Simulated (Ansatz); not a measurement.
`[CH3][Al]([SiH3])[Br]` + `OCS` → `OCS[SiH3]` + `[CH3][AlH][Br]`  (cleavage of the Si–Al bond)

Calculated with Ansatz (gas phase, PBE0-D4/def2-TZVP geometries, no zero-point term in ΔE). CCSD(T)/CBS adds triple-zeta CCSD(T) − MP2 to the extrapolated MP2 energy (def2 sets, frozen cores). Functionals use def2-TZVPP. B3LYP here is the variant with VWN-RPA as its local correlation; programs differ in this. For Br outer-core shells are correlated without core-valence functions, which leaves a few kJ/mol of doubt a bond. Scalar relativity is left out up to krypton. Each species was taken in one conformer, which may not be the lowest.

```csv
level,ΔE (kJ/mol),difference from CCSD(T)/CBS
r2SCAN-D4,-53.6,-1.6
PBE0-D4,-46.1,5.9
B3LYP-D4,-52.1,-0.1
ωB97M-V,-57.1,-5.1
B2PLYP,-52.9,-0.9
PBE,-42.4,9.6
r2SCAN,-53.3,-1.3
PBE0,-44.6,7.4
B3LYP,-48.6,3.4
HF/def2-TZVPP,-54.9,-2.9
MP2/def2-TZVPP,-59.3,-7.3
MP2/def2-QZVPP,-61.3,-9.3
SCS-MP2/def2-QZVPP,-59.1,-7.1
HF/CBS(def2),-55.4,-3.4
MP2/CBS(def2),-62.5,-10.5
CCSD/CBS(def2),-50.9,1.1
CCSD(T)/CBS,-52.0,0
```

Largest T1 diagnostic among the species: 0.012.

The D4 term adds −3.5 kJ/mol with B3LYP and −1.5 kJ/mol with PBE0; it sums over pairs of atoms, weighted by their polarisabilities, and B3LYP, whose exchange is more repulsive, gets the larger term.
